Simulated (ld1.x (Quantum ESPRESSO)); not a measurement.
zirconium: variants of one RRKJ potential

Base potential:

- Element: Zr
- Generator: ld1.x (Quantum ESPRESSO) 7.5
- Type: norm-conserving RRKJ (Kleinman–Bylander form)
- Functional: PBE
- Relativity: scalar-relativistic
- Frozen core: [Ar] 3d10
- Valence charge: 12
- Reference configuration: 4s2 4p6 4d2 5s0 5p0 (charge +2)
- Partial waves: 4s (bound): rc 1.85 bohr; 4d (bound): rc 2.90 bohr; 4p (bound): rc 2.20 bohr
- Local potential: the p channel
- Core correction: a·sin(br)/r model core inside 0.85 bohr

All-electron outer shells of the reference configuration (PBE, scalar-relativistic, ld1.x):

| shell | level (eV) | outermost node (bohr) | outermost maximum (bohr) |
| --- | --- | --- | --- |
| 3d | -189.26 | – | 0.35 |
| 4s | -68.99 | 0.55 | 1.08 |
| 4p | -46.92 | 0.56 | 1.17 |
| 4d | -17.30 | 0.58 | 1.57 |
| 5s | -16.04 | 1.45 | 2.85 |
| 5p | -11.67 | 1.66 | 3.44 |

Cutoffs, loose and tight: the cutoffs (Ry, on a coarse ladder) from which the occupation-weighted sum of valence levels, in a spherical-Bessel basis at the reference potential, stays within 10 and 1 mRy of its value at 400 Ry. They do not see the model core or the augmentation charge, which bear on the density cutoff. Test errors are all-electron minus pseudo excitation energies from the reference, over the configurations 4s2 4p6 4d2 5s2 5p0; 4s2 4p6 4d2 5s1 5p0; 4s2 4p6 4d1 5s0 5p0; 4s2 4p6 4d2 5s0 5p2; 4s2 4p6 4d1 5s2 5p0; 4s2 4p6 4d2.5 5s1.5 5p0; 4s2 4p6 4d1 5s2 5p1. A dash means not determined; rows that change the core or the reference have their own tests.

Cutoffs are not given where the Bessel-basis levels miss the radial ones by over 6 mRy, ghosts where they miss by over 20 mRy; a channel whose overlap is not positive is not tested.

On the changes marked as counting shells twice: ld1.x takes every shell without a wave as core, so the model core holds the marked electrons as well and exchange and correlation see them twice. This cancels in the reference configuration, but the file is broken for other ones, and its errors say nothing about a proper core correction.

```tsv
change	outcome	cutoff, loose	cutoff, tight	bound ghosts	largest test error (meV)
base	generated	30 Ry	45 Ry	none	+827
core correction a·sin(br)/r model core inside 2.08 bohr	generated	30 Ry	45 Ry	none	+836
wave 4d (bound): rc 2.90 bohr becomes 4d (bound): rc 2.48 bohr	generated	30 Ry	45 Ry	none	+804
fully relativistic	generated, misses its reference levels by 1.20 eV	–	–	not determined	+822
wave 4p (bound): rc 2.20 bohr becomes 4p (bound): rc 2.40 bohr	generated	30 Ry	45 Ry	none	+846
local potential the d channel	generated	30 Ry	35 Ry	none	+650
type TM; local potential the s channel	generated	30 Ry	50 Ry	none	+2054
reference 4s2 4p6 4d2 5s2 5p0 (5s counted twice)	generated, misses its reference levels by 0.27 eV	30 Ry	45 Ry	none	-2075
```

**Question.** What comes out with this change to the base: wave 4s (bound): rc 1.85 bohr becomes 4s (bound): rc 1.68 bohr?

**Answer.** outcome: generated; cutoff, loose: 35 Ry; cutoff, tight: 45 Ry; bound ghosts: none; largest test error (meV): +542.

**Question.** What comes out with this change to the base: core [Kr], valence charge 4; reference 4d2 5s2 5p0; waves now 5p (bound): rc 4.00 bohr; 4d (bound): rc 1.80 bohr; 5s (bound): rc 2.95 bohr; local potential the s channel; core correction Bessel-smoothed model core, default radius (core density twice the valence density)?

**Answer.** outcome: generated; cutoff, loose: 30 Ry; cutoff, tight: 35 Ry; bound ghosts: none; largest test error (meV): -287.

**Question.** What comes out with this change to the base: all radii but the core radius scaled by about 1.34 (s 2.48, p 2.94, d 3.88 bohr)?

**Answer.** outcome: generated; cutoff, loose: 21 Ry; cutoff, tight: 35 Ry; bound ghosts: none; largest test error (meV): +3478.
